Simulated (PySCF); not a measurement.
## SMILES FB(F)c1nccs1, C₃H₂BF₂NS

Molfile (atoms numbered from 1):
```
C3H2BF2NS
     RDKit          3D

 10 10  0  0  0  0  0  0  0  0999 V2000
    2.8728   -1.0653    0.2812 F   0  0  0  0  0  0  0  0  0  0  0  0
    2.1436    0.0272    0.2635 B   0  0  0  0  0  0  0  0  0  0  0  0
    2.8229    1.1478    0.4198 F   0  0  0  0  0  0  0  0  0  0  0  0
    0.6138    0.0210    0.0744 C   0  0  0  0  0  0  0  0  0  0  0  0
   -0.1315   -1.0279   -0.0853 N   0  0  0  0  0  0  0  0  0  0  0  0
   -1.4295   -0.7389   -0.2260 C   0  0  0  0  0  0  0  0  0  0  0  0
   -1.7334    0.5944   -0.1769 C   0  0  0  0  0  0  0  0  0  0  0  0
   -0.3224    1.5225    0.0561 S   0  0  0  0  0  0  0  0  0  0  0  0
   -2.1346   -1.5380   -0.3642 H   0  0  0  0  0  0  0  0  0  0  0  0
   -2.6930    1.0620   -0.2652 H   0  0  0  0  0  0  0  0  0  0  0  0
  1  2  1  0
  2  3  1  0
  2  4  1  0
  4  5  2  0
  5  6  1  0
  6  7  2  0
  7  8  1  0
  8  4  1  0
  6  9  1  0
  7 10  1  0
M  END
```

The calculation used quadratic response CAM-B3LYP/def2-SVPD first hyperpolarisability, Taylor convention, gas phase in PySCF. Geometry: GFN2-xTB.

**Question.** What is the first hyperpolarisability, and how does it disperse?

**Answer.** In au, Taylor convention; the vector part is βᵢ = ⅓ Σⱼ (βᵢⱼⱼ + βⱼᵢⱼ + βⱼⱼᵢ); β∥ is 3/5 of the vector part along the dipole, the dipole points from − to +:
```tsv
process	λ (nm)	β vector norm	β∥	β HRS	depolarisation ratio
static β(0;0,0)	∞	219.0	59.7	109.8	3.15
second harmonic β(−2ω;ω,ω)	1064	290.2	101.2	142.2	3.37
Pockels β(−ω;ω,0)	1064	238.8	71.2	–	–
second harmonic β(−2ω;ω,ω)	800	380.9	154.6	182.2	3.61
Pockels β(−ω;ω,0)	800	256.4	81.5	–	–
```

**Question.** Which lowest excitations, dipole and polarisabilities go with it?

**Answer.** S1 4.59 eV (f = 0.001); S2 5.05 eV (f = 0.159); S3 5.94 eV (f = 0.078); dipole 3.35 D; isotropic α 70.7 au static, 71.5 au at 1064 nm, 72.2 au at 800 nm, 74.4 au at 532 nm, 78.0 au at 400 nm.
